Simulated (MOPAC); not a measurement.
A run for MOPAC: PM3 on GaH4N (SMILES [NH2][GaH2]), a point of a torsion scan.

```
PM3 1SCF PRECISE CHARGE=0 THREADS=1
GaH4N

N     -0.94827803 1    -0.10166456 1     0.04841327 1
Ga     0.84491360 1    -0.25809100 1    -0.11863550 1
H     -1.43023975 1     0.74514326 1     0.32876737 1
H     -1.61859062 1    -0.70251288 1    -0.41980664 1
H      1.45432526 1    -1.24826478 1    -1.14484826 1
H      1.75418176 1     0.61892556 1     0.77737650 1
```

Program output:

```
*******************************************************************************
 **                                                                           **
 **                              MOPAC v23.2.5                                **
 **                                                                           **
 *******************************************************************************
 ** MOPAC's Digital Object Identifier: https://doi.org/10.5281/zenodo.6511958 **
 **                                                                           **
 ** Please cite the open-source release paper for use of this MOPAC version:  **
 ** J. E. Moussa and J. J. P. Stewart (2026)                                  **
 ** MOPAC: An open-source semiempirical molecular orbital program             **
 ** J. Open Source Softw., 11(119), 8025, https://doi.org/10.21105/joss.08025 **
 *******************************************************************************

                              PM3 CALCULATION RESULTS

 *******************************************************************************
 *  PM3        - The PM3 Hamiltonian to be used
 *
 *
 *
 *                 CHARGE ON SYSTEM = 0
 *
 *
 *
 *  PRECISE    - TIGHTER CRITERIA TO BE USED
 *  1SCF       - DO 1 SCF AND THEN STOP
 *  THREADS=1  - MULTI-THREADING NOT USED
 *  T=         - A TIME OF 172800.0 SECONDS REQUESTED
 *  DUMP=N     - RESTART FILE WRITTEN EVERY 7200.0 SECONDS REQUESTED
 *******************************************************************************
PM3 1SCF PRECISE CHARGE=0 THREADS=1
 GaH4N

   ATOM   CHEMICAL          X               Y               Z
  NUMBER   SYMBOL      (ANGSTROMS)     (ANGSTROMS)     (ANGSTROMS)

     1       N         -0.94827803  *  -0.10166456  *   0.04841327  *
     2      Ga          0.84491360  *  -0.25809100  *  -0.11863550  *
     3       H         -1.43023975  *   0.74514326  *   0.32876737  *
     4       H         -1.61859062  *  -0.70251288  *  -0.41980664  *
     5       H          1.45432526  *  -1.24826478  *  -1.14484826  *
     6       H          1.75418176  *   0.61892556  *   0.77737650  *



          CARTESIAN COORDINATES

    NO.       ATOM           X           Y           Z

     1         N         -0.9483     -0.1017      0.0484
     2        Ga          0.8449     -0.2581     -0.1186
     3         H         -1.4302      0.7451      0.3288
     4         H         -1.6186     -0.7025     -0.4198
     5         H          1.4543     -1.2483     -1.1448
     6         H          1.7542      0.6189      0.7774

  H: (PM3): J. J. P. STEWART, J. COMP. CHEM. 10, 209 (1989).
  N: (PM3): J. J. P. STEWART, J. COMP. CHEM. 10, 209 (1989).
 Ga: (PM3): J. J. P. STEWART, J. COMP. CHEM. 12, 320-341 (1991).

           Empirical Formula: H4 N Ga  =     6 atoms



      MOLECULAR POINT GROUP   :   C1


      RHF CALCULATION, NO. OF DOUBLY OCCUPIED LEVELS = 6


 -------------------------------------------------------------------------------
 PM3 1SCF PRECISE CHARGE=0 THREADS=1
 GaH4N



     1SCF WAS SPECIFIED, SO BFGS WAS NOT USED
     SCF FIELD WAS ACHIEVED


                              PM3 CALCULATION
                                                       MOPAC v23.2.5 Linux




          FINAL HEAT OF FORMATION =         56.06534 KCAL/MOL =     234.57738 KJ/MOL


          COSMO AREA              =         82.61 SQUARE ANGSTROMS
          COSMO VOLUME            =         63.94 CUBIC ANGSTROMS

          IONIZATION POTENTIAL    =         10.639109 EV
          HOMO LUMO ENERGIES (EV) =        -10.639 -3.057
          NO. OF FILLED LEVELS    =          6
          MOLECULAR WEIGHT        =         87.7733         POINT GROUP:  C1

          MOLECULAR DIMENSIONS (Angstroms)

            Atom       Atom       Distance
            H     6    H     4     3.81511
            H     5    H     3     3.53746
            H     6    H     3     0.32535


          SCF CALCULATIONS        =          1





   ATOM   CHEMICAL          X               Y               Z
  NUMBER   SYMBOL      (ANGSTROMS)     (ANGSTROMS)     (ANGSTROMS)

     1       N         -0.94827803  *  -0.10166456  *   0.04841327  *
     2      Ga          0.84491360  *  -0.25809100  *  -0.11863550  *
     3       H         -1.43023975  *   0.74514326  *   0.32876737  *
     4       H         -1.61859062  *  -0.70251288  *  -0.41980664  *
     5       H          1.45432526  *  -1.24826478  *  -1.14484826  *
     6       H          1.75418176  *   0.61892556  *   0.77737650  *

                             CARTESIAN COORDINATES

   1    N       -0.948278030    -0.101664560     0.048413270
   2   Ga        0.844913600    -0.258091000    -0.118635500
   3    H       -1.430239750     0.745143260     0.328767370
   4    H       -1.618590620    -0.702512880    -0.419806640
   5    H        1.454325260    -1.248264780    -1.144848260
   6    H        1.754181760     0.618925560     0.777376500


           Empirical Formula: H4 N Ga  =     6 atoms



      MOLECULAR POINT GROUP   :   C1


                  EIGENVALUES
 -28.85083 -17.46493 -16.86232 -12.20834 -11.54561 -10.63911  -3.05726  -2.31743
  -0.38445   0.78402   2.77767   3.66583


              NET ATOMIC CHARGES AND DIPOLE CONTRIBUTIONS

  ATOM NO.   TYPE          CHARGE      No. of ELECS.   s-Pop       p-Pop
    1          N           0.094914        4.9051     1.37279     3.53230
    2         Ga          -0.281478        3.2815     1.06601     2.21547
    3          H           0.027017        0.9730     0.97298
    4          H           0.022350        0.9776     0.97765
    5          H           0.068757        0.9312     0.93124
    6          H           0.068441        0.9316     0.93156
 DIPOLE           X         Y         Z       TOTAL
 POINT-CHG.    -0.877     0.115     0.058     0.886
 HYBRID        -1.469     0.218    -0.120     1.490
 SUM           -2.347     0.333    -0.062     2.371


          ATOMIC ORBITAL ELECTRON POPULATIONS

     Atom    s        px        py        pz
    1  N   1.37279   1.12931   1.07610   1.32689
    2 Ga   1.06601   0.54986   0.85944   0.80617
    3  H   0.97298
    4  H   0.97765
    5  H   0.93124
    6  H   0.93156

 **********************
 *                    *
 * JOB ENDED NORMALLY *
 *                    *
 **********************




 == MOPAC DONE ==
```

The run finished.

Cost: about 0.04 core-seconds (a rough figure).
